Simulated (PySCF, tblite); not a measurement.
Calculations on `C=C1CBOB1F`, in the order of a workflow; each names the level of the geometry that it ran on. Settings lines and outputs come from a driver script.

Species: C3H5B2FO.
Bonds: C1–C2 (double), C2–C3, C3–B4, B4–O5, O5–B6, B6–F7, C2–B6. Hydrogens: H8, H9 on C1; H10, H11 on C3; H12 on B4.

Step 1: GFN2-xTB geometry optimisation, gas phase (tblite 0.8.0) (from a force-field or distance-geometry start)
```json
{"job": {"kind": "relax", "xc": "GFN2-xTB", "basis": "xTB"}, "charge": 0, "multiplicity": 1}
```
```
step      E/eV     max force
  0    -551.81488    3.170
  1    -552.24016    2.051
  2    -552.45436    2.087
...
 57    -553.22536    0.014
 58    -553.22538    0.011
 59    -553.22540    0.015
 60    -553.22542    0.014
 61    -553.22545    0.009
```

Energy lowered by 32.5 kcal/mol over 61 steps; largest atomic force 0.009 eV/Å at the end. «max force» is the largest atomic force in eV/Å.

Hardware: one thread, Intel Xeon at 2.70 GHz (x86_64), no GPU, shared host with 64 logical CPUs at a one-minute load of 62. Cost: 0.32 s of wall time.

Step 2: GFN2-xTB harmonic vibrations, gas phase (tblite 0.8.0) (on the GFN2-xTB geometry)
```json
{"job": {"kind": "ir", "xc": "GFN2-xTB", "basis": "xTB"}, "charge": 0, "multiplicity": 1}
```
```
(table of modes left out)
```

30 modes from 79 to 3115 cm⁻¹ (unscaled, harmonic); zero-point energy 51.3 kcal/mol; all wavenumbers are real at this level.

Time: 0.34 s. Hardware: one thread, Intel Xeon at 2.70 GHz (x86_64) (shared host).

Step 3: TDDFT CAM-B3LYP/def2-SVPD, vertical, gas phase, core orbitals frozen in the response (PySCF 2.14.0, density-fitted response routines) (on the GFN2-xTB geometry)
```json
{"job": {"kind": "uv", "xc": "CAM-B3LYP", "basis": "def2-SVPD", "nstates": 8, "ntriplets": 3}, "charge": 0, "multiplicity": 1}
```
```
...
Static polarisability (au): isotropic 61.451, principal 43.661 61.880 78.811
Singlet excitations
state   eV       nm        f      main configurations
  1   6.0048    206.5   0.00118   H-1->L 0.85, H-2->L 0.09
  2   6.2816    197.4   0.33541   H->L 0.97
  3   6.4095    193.4   0.00031   H-1->L+1 0.60, H-2->L 0.31
  4   6.9015    179.6   0.00004   H-2->L 0.57, H-1->L+1 0.23, H-1->L 0.11
  5   7.0153    176.7   0.00123   H->L+1 0.98
  6   7.3592    168.5   0.02405   H->L+2 0.86
  7   7.8690    157.6   0.00469   H-2->L+1 0.83, H-1->L+1 0.12
  8   7.9725    155.5   0.00009   H-3->L 0.91
Triplet excitations (Tamm-Dancoff, eV): 3.7291 5.5493 5.8979
```

HOMO -9.32 eV, LUMO -0.30 eV; lowest singlet 6.00 eV; lowest triplet 3.73 eV (Tamm–Dancoff); mean polarisability 61.5 au.

Time: 45 s (with the writing of density and orbital grids); peak memory 0.79 GiB. Hardware: one thread of an Intel Xeon at 2.70 GHz, on a shared host.

Geometry of the electronic-property runs (GFN2-xTB):
```
atom  x, y, z in Å
C1    -1.5204   -0.7951   -0.8478
C2    -0.4119   -0.2223   -0.3889
C3    -0.0836   -0.0247    1.0805
B4     1.3345    0.7070    1.0189
O5     1.7325    0.8848   -0.2655
B6     0.8128    0.3912   -1.1518
F7     1.0340    0.4792   -2.4511
H8    -1.6979   -0.9081   -1.9042
H9    -2.2882   -1.1712   -0.1884
H10   -0.0622   -0.9830    1.6030
H11   -0.8595    0.5640    1.5734
H12    2.0109    1.0775    1.8958
```

 (This holds for the electronic-property runs.)
